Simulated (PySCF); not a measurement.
B(Me)2(OH)(py), C₇H₁₂BNO, singlet at its GFN2-xTB optimised geometry (Å):

```
22

B      0.6676    -2.2254     0.0000
C      0.0562    -2.7385     1.4249
H      0.2209    -3.8069     1.5325
H     -1.0143    -2.5605     1.5094
H      0.5444    -2.2508     2.2655
C     -0.0139    -2.9024    -1.3182
H     -1.0851    -3.0623    -1.2175
H      0.4264    -3.8813    -1.4988
H      0.1475    -2.3086    -2.2191
O      2.1051    -2.2254     0.0000
H      2.4566    -2.3874    -0.8732
C     -0.4958     2.0273     0.2978
C      0.8090     1.6174     0.5253
C      1.1248     0.2815     0.3663
N      0.2240    -0.6203     0.0000
C     -1.0281    -0.2400    -0.2209
C     -1.4306     1.0747    -0.0825
H     -0.7792     3.0623     0.4142
H      1.5700     2.3210     0.8232
H      2.1160    -0.1174     0.5322
H     -1.7171    -1.0149    -0.5165
H     -2.4566     1.3483    -0.2714
```

Level of theory: PySCF 2.14.0 with B3LYP/def2-SVP. Cells within 0.4 Å of a nucleus heavier than hydrogen are left out (blank, or x).

Map of the Laplacian of the electron density (e/bohr⁵) on the plane z = 1.5 Å:

```
|88888888888888888888888888888|
|88888888888888888888888888888|
|88888888888888888888888888888|
|88888888888888888888888888888|
|88888888888888888888888888888|
|88888888888888888888888888888|
|88888888888888888888888888888|
|88888888888888888888888888888|
|88888888888888888888888888888|
|88888888888888888888888888888|
|88888888888888888888888888888|
|88888888888888888888888888888|
|88888888888888888888888888888|
|88888888888888888888888888888|
|88888888888888888888888888888|
|88888888888888888888888888888|
|88888888888888888888888888888|
|88888888888888888888888888888|
|88888888888888888888888888888|
|88888888888889988888888888888|
|88888888888525x58888888888888|
|88888888888503xx9888888888888|
|88888888888887949888888888888|
|88888888888888118888888888888|
|88888888888888548888888888888|
|88888888888888888888888888888|
|88888888888888888888888888888|
|88888888888888888888888888888|
|88888888888888888888888888888|
```
Scale: ten equal steps from -0.998 (start of '0') to 0.247 (end of '9'), in the order '0123456789'; x runs from -5.50 to 5.50, y from -5.50 (bottom) to 5.50 (top).
